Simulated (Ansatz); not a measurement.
Reactions of `[SH][SnH2][Cl]`.

Calculated with Ansatz (gas phase, PBE0-D4/def2-TZVP geometries, no zero-point term in ΔE). CBS: MP2 limit from def2 TZ/QZ plus the TZ coupled-cluster correction, frozen cores. This one scheme is used for every species. Functionals use def2-TZVPP. Elements past krypton have def2 core potentials. For Br, I, Sn outer-core shells are correlated without core-valence functions, which leaves a few kJ/mol of doubt a bond. Scalar relativity is left out up to krypton. One conformer a species, not always the lowest.

```csv
reaction,B97M-V (eV),PBE-D4 (eV)
`[SH][SnH2][Cl]` + CH₃SH → `C[S][SnH2][Cl]` + H₂S,0.01,-0.01
`[SH][SnH2][Cl]` + HBr → `[Cl][SnH2][Br]` + H₂S,-0.41,-0.37
`[SH][SnH2][Cl]` + H₂ → `[SH][SnH3]` + HCl,0.75,0.80
`[SH][SnH2][Cl]` + HI → `[Cl][SnH2][I]` + H₂S,-0.41,-0.46
```

Give the CCSD(T)/CBS values in the same order. (An estimate is asked.)

Ansatz gave: -0.02, -0.43, 0.82, -0.53 eV.

Largest T1 diagnostic: 0.012, for `[SH][SnH3]`.
